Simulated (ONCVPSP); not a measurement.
# iodine (I), ONCV: configuration errors across variants

| Quantity | Value |
| --- | --- |
| Element | iodine |
| Generator | ONCVPSP 4.0.1 |
| Type | optimised norm-conserving Vanderbilt (ONCV) |
| Functional | LDA (Perdew-Wang 92) |
| Relativity | scalar-relativistic |
| Frozen core | [Ar] 3d10 |
| Valence charge | 25 |
| Reference configuration | 4s2 4p6 4d10 5s2 5p5 |
| Partial waves | 4s+5s: rc 1.10 bohr, ncon 4, nbas 8, qcut 8.4 1/bohr, 2 projectors; 4p+5p: rc 1.55 bohr, ncon 4, nbas 7, qcut 7.1 1/bohr, 2 projectors; 4d: rc 1.10 bohr, ncon 4, nbas 9, qcut 16.8 1/bohr, 1 projector |
| Local potential | polynomial inside 0.95 bohr (lpopt 5, dvloc0 3 Ha) |
| Core correction | Teter function, fcfact 3, rcfact 1.4 |

All-electron excitation energies from the reference (eV): (1) 4s2 4p6 4d10 5s2 5p4 11.300; (2) 4s2 4p6 4d10 5s2 5p3 31.359; (3) 4s2 4p6 4d10 5s2 5p2 60.970; (4) 4s2 4p5 4d10 5s2 5p5 136.179.

Errors AE − PS in meV (a dash: test not solved or not reliable):

```tsv
change	(1)	(2)	(3)	(4)	bound ghosts	GHOST(+) flags above zero
base	-3.3	-9.0	-17	-33	none	s
s: rc 0.76; local potential polynomial inside 0.76 bohr (lpopt 5, dvloc0 3 Ha)	-3.0	-8.7	-18	-37	none	s, p
s: rc 0.86; local potential polynomial inside 0.86 bohr (lpopt 5, dvloc0 3 Ha)	-2.9	-8.5	-18	-39	none	s, p
s: rc 1	-3.3	-9.1	-18	-35	none	s
s: rc 1.12	-3.3	-9.0	-17	-32	none	s
s: rc 1.36	-3.2	-8.9	-17	-28	none	none
s: rc 1.5	-3.3	-8.8	-17	-26	none	none
s: rc 1.62	-3.3	-8.7	-17	-24	none	none
```

(1) Give the same row for: s: rc 1.26.

Results:

(1) -3.3, -8.9, -17, -30; bound ghosts: none; GHOST(+) flags above zero: none.
